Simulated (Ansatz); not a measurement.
Molecule: CH6Sn (charge 0, singlet). 
Coordinates optimised at B3LYP-D3(BJ)/def2-TZVP (Ansatz, a first-principles code):
```xyz
8

C     -1.8547    -0.0417     0.0342
Sn     0.3025     0.0068    -0.0056
H     -2.2499     0.3452    -0.9036
H     -2.2226     0.5704     0.8559
H     -2.1984    -1.0658     0.1706
H      0.8511     1.6166    -0.2202
H      0.9321    -0.6012     1.4683
H      0.8891    -0.9552    -1.2974
```
Charge 0, spin multiplicity 1.

Property: vertical ionisation energy (to the doublet state of charge +1; each state is the SCF solution reached for its spin; the molecule has degenerate orbitals, so one determinant may break the symmetry), in eV. Correlated levels leave the core frozen unless marked. Open shells are spin-unrestricted. No spin-orbit coupling. Frozen are the shells of the preceding noble gas and the d and f shells that filled before the atom's block. Past Kr the def2 sets carry scalar-relativistic core potentials. CBS marks a two-point X^-3 extrapolation of the correlation energy; Hartree-Fock from the larger set.

| level | program | vertical ionisation energy (eV) |
|---|---|---|
| HF/def2-SVPD | Ansatz | 9.67 |

Task: Estimate the value at CCSD(T)/CBS(def2-TZVPPD,def2-QZVPPD) as computed with Ansatz.

Result: 10.67 eV
